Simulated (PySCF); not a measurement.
## Unknowns

- geometry: GFN2-xTB
- NMR shieldings at PBE0/pcSseg-1/GIAO
- program: PySCF 2.14.0 with density-fitted response routines
- single conformer, relativity neglected, no solvent model, rapidly exchanging positions averaged

Referencing at the same level of theory: ¹H (σ = 31.72 ppm), ¹³C (σ = 186.93 ppm) vs TMS. Splittings of carbon signals by F and P are missing where no couplings were computed. Where no couplings were computed, multiplicities follow the n + 1 count of equivalent neighbours, and m marks all less simple cases (inequivalent or close neighbours, rings, F or P nearby). Shifts are as computed. Against solution values, carbons near 30 ppm lie about +3 ppm off and those near 130 ppm about +5 ppm. Of 1211 compounds with measured shifts, 218 miss one by over three times the rms of a fit or turn the order of signals round; such compounds aren't used in these exercises. OH and NH positions are gas-phase values without hydrogen bonding to other molecules.

(1) C2H3F3O2Si. ¹H NMR (300 MHz, computed): δ 5.33 (s, 2H), 2.33 (br s, 1H). ¹³C{¹H} NMR (computed): δ 233.8 (C), 124.8 (C). Give a structure.

(2) C7H9FO. ¹H NMR (500 MHz, computed): δ 6.60 (m, 1H), 4.63 (m, 1H), 4.53 (m, 1H), 4.06 (m, 1H), 3.83 (m, 1H), 3.28 (m, 1H), 2.36 (s, 3H). ¹³C{¹H} NMR (computed): δ 131.0, 106.1, 98.0, 78.7, 75.4, 37.4, 11.0. What is it?

Results:

(1) `O=C([SiH2]O)C(F)(F)F`. The formula gives 1 degree of unsaturation (no ring in the answer). 2 carbon signals for 2 carbons: no two carbons are equivalent. Carbon types of the structure: 2 × C, leaving 3 H on heteroatoms. δC 233.8: carbonyl carbon. δC 124.8: CF3 carbon; 3 electronegative neighbours deshield it. δH 5.33: hydrogen on a silicon bonded to C, O. δH 2.33: hydrogen on an oxygen bonded to Si; exchangeable, gas-phase position.

This is the structure that produced the data.

(2) SMILES CC1=C[C@@]12COC[C@@H]2F. Rings plus π bonds: 3 (2 rings in the answer). 7 carbon signals for 7 carbons: no two carbons are equivalent. Carbon types of the structure: 2 × C, 2 × CH, 2 × CH2, 1 × CH3, which accounts for all hydrogens. δC 131.0: fully substituted alkene carbon; as expected for a trigonal carbon in a double bond. δC 106.1: alkene CH; an sp2 carbon of a C=C bond. δC 98.0: sp3 CH bonded to F; pulled downfield by the heteroatom. δC 78.7, 75.4: sp3 CH2 bonded to O; pulled downfield by the heteroatom.

The shifts were computed for this structure.
